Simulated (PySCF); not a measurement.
## How methods differ on the ionisation energy of Fe

Fe [Ar] 3d6 4s2 (5D) → Fe⁺ [Ar] 3d6 4s1 (6D), as a difference of total energies. Calculation: PySCF 2.14, in def2-TZVP; no relativity, point nucleus. Correlated levels: valence: [Ar] frozen. The calculations carry no spin-orbit coupling.

| method | ionisation energy (eV) |
| --- | --- |
| UHF | 6.370 |
| M06-L | 7.973 |
| MP2 (valence) | 7.226 |
| SCS-MP2 (valence) | 7.374 |

Task: How much does correlation contribute at MP2 (valence)?

Result: 7.226 − (6.370) = 0.856 eV, measured against UHF.

These non-relativistic numbers lack the scalar-relativistic shift.

Errors of the correlated levels include the incompleteness of this basis and the frozen core.

MP2 underrates the near-degeneracy of ns² with np² in the lower species.

For comparison: 7.904 eV (measured; NIST levels, between the centres of gravity of the two terms).
